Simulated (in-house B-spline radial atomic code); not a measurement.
Radial electron density of Xe6+, [Kr] 4d10 5s1 6g1. Method: Dirac-Hartree-Fock, average of configuration, Fermi nucleus of rms radius 4.7859 fm. Calculated with a B-spline radial code for spherical atoms.

Columns: r (bohr), 4πr²n(r) (electrons per bohr), bar.

```
0.000943    1.908 #
 0.00119     2.85 #
  0.0015    4.219 ##
  0.0019    6.241 ###
  0.0024    9.085 ####
 0.00303    13.03 ######
 0.00383    18.38 #########
 0.00483    25.28 ############
 0.00611    33.94 ################
 0.00771    43.83 #####################
 0.00974    54.23 ##########################
  0.0123    63.54 ###############################
  0.0155    69.75 ##################################
  0.0196    71.34 ###################################
  0.0248    68.19 #################################
  0.0313    63.42 ###############################
  0.0396    62.45 ##############################
    0.05    69.61 ##################################
  0.0631    82.49 ########################################
  0.0797    90.96 ############################################
   0.101    85.43 #########################################
   0.127    71.31 ##################################
   0.161    65.26 ################################
   0.203    73.29 ###################################
   0.256    75.71 #####################################
   0.324    56.11 ###########################
   0.409    31.61 ###############
   0.516    25.22 ############
   0.652    29.56 ##############
   0.824    25.77 ############
    1.04    14.57 #######
    1.31    5.861 ###
    1.66    1.965 #
     2.1   0.6627 
    2.65   0.2494 
    3.34  0.09223 
    4.22 0.0003968 
    5.34   0.1252 
    6.74   0.2396 
    8.51   0.1111 
    10.8  0.01304 
    13.6 0.0003706 
    17.2 1.588e-06 
    21.7 7.382e-10
```

On this grid the curve has 5 maxima, near 0.0196, 0.0797, 0.256, 0.652, 6.74 bohr.

The 6g9/2 radial function P(r) = rR(r), positive near the nucleus, with its small component Q(r) (sign convention: Q ≈ (P' + κP/r)/2c):

```tsv
r (bohr)	P	Q
0.256	0.0007824	-1.572e-05
0.409	0.003896	-6.036e-05
0.652	0.01651	-0.0001895
1.04	0.06234	-0.0004935
1.66	0.2005	-0.001273
2.65	0.3659	-0.002472
5.34	-0.3538	0.0003716
8.51	-0.3333	0.001146
13.6	-0.01925	7.49e-05
```
